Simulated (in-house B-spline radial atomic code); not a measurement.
What moves the levels of the krypton ion Kr⁺ ([Ar] 3d10 4s2 4p5)? Computed with an all-electron radial atomic-structure program (B-spline basis): Dirac-Hartree-Fock, average of configuration, Fermi nucleus of rms radius 4.1884 fm.

Baseline run (computed): total energy -2788.3745 hartree, 1s1/2 at -530.1314 hartree, 4p3/2 at -24.674 eV with <r> = 1.846 bohr.

Scaling the speed of light c (a factor of 100 is close to the non-relativistic limit):

```
c/c0  ΔE (hartree)  4p3/2 level (eV)  4p3/2 <r> (bohr)
 0.9        -9.011          -24.6154             1.847
0.98       -1.5732          -24.6637             1.846
1.02        1.4774          -24.6836             1.846
   2        27.848          -24.8552             1.843
 100        36.819          -24.9136             1.843
```

Changing the nucleus:

```csv
nucleus,ΔE (eV)
Gaussian nucleus of rms radius 4.1884 fm,-0.00107
uniform spherical nucleus of rms radius 4.1884 fm,0.000551
Gaussian nucleus of rms radius 0.01 fm,-0.647
Fermi nucleus of rms radius 4.1046 fm,-0.0247
Fermi nucleus of rms radius 4.2722 fm,0.0252
```

A larger nucleus binds the electrons less, roughly as the density at the nucleus times the change of the nuclear <r²>. At equal rms radius the shape enters only through higher moments. A radius of 0.01 fm is nearly a point.

(1) The nuclear charge is raised by 0.1. What does the Hellmann-Feynman theorem predict for the energy, and what is found?

Results:

(1) dE/dZ ≈ -Σ<1/r>, which is -186.834 at the start and -187.53 at the end; their mean times 0.1 is -18.718 hartree, and the two runs differ by -18.718 hartree.
